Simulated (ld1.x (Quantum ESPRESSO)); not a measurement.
# What one change does to a pseudopotential (Mn, RRKJ)

ld1.x (Quantum ESPRESSO) 7.5 input, shortened:

```
&input
   title='Mn', zed=25., rel=1, dft='PBE', iswitch=3,
   config='[Ar] 3d5 4s1.5 4p0'
 /
 &inputp
   pseudotype=2, tm=.false., rho0=0.005, lloc=2,
   nlcc=.true., new_core_ps=.true., rcore=1.35
 /
3
4S  1  0   1.50   0.00  2.35  2.35  0.0
4P  2  1   0.00   0.00  2.15  2.15  0.0
3D  3  2   5.00   0.00  1.90  1.90  0.0
 &test
   configts(1)='3d5 4s1.5 4p0'
 /
```

Change: wave 4s (bound): rc 2.35 bohr becomes 4s (bound): rc 2.80 bohr.

Cutoffs: the cutoffs (Ry, on a coarse ladder) from which the occupation-weighted sum of valence levels, in a spherical-Bessel basis at the reference potential, stays within 10 and 1 mRy of its value at 400 Ry; they do not see the model core or the augmentation charge, which bear on the density cutoff. Errors are all-electron minus pseudo energies relative to the spin-unpolarised reference configuration.

Q: Predict the effect on cutoff, ghosts and configuration errors.

A: The potential gets neither clearly harder nor softer (70 Ry and 110 Ry → 70 Ry and 110 Ry); both files keep a bound ghost (p, s); of the 7 tests that both files solve, the error grows in 2 and shrinks in 2 by more than 15 % and 0.3 meV (median size 22.5 → 23.0 meV).

| quantity | base | changed |
| --- | --- | --- |
| cutoff, loose | 70 Ry | 70 Ry |
| cutoff, tight | 110 Ry | 110 Ry |
| loose cutoff by channel (10 mRy a level) | s 18 Ry, d 60 Ry | s 12 Ry, d 60 Ry |
| bound ghosts | s, p | s, p |
| error for 3d5 4s2 4p0, meV [ΔE -3.36 eV] | -0.4 | -0.1 |
| error for 3d5 4s1 4p0, meV [ΔE 5.06 eV] | -1.8 | -1.4 |
| error for 3d5 4s0 4p0, meV [ΔE 20.65 eV] | -23 | -23 |
| error for 3d3 4s0 4p0, meV [ΔE 103.94 eV] | -1114 | -1246 |
| error for 3d5 4s0 4p1, meV [ΔE 9.80 eV] | -6.4 | -8.2 |
| error for 3d5.5 4s1.5 4p0, meV [ΔE -3.84 eV] | -32 | -28 |
| error for 3d4 4s0 4p0, meV [ΔE 53.17 eV] | -264 | -322 |

Changed file: These tests converged, but a pseudo level misses the all-electron one widely, so the file describes the atom poorly there or has found another state: 3d3 4s0 4p0: empty 4s by 4.9 eV (a node warning on the way). A true bound ghost makes a file unfit for plane-wave use even where its test errors are small: the radial tests pick states by their node count and pass the ghost by.
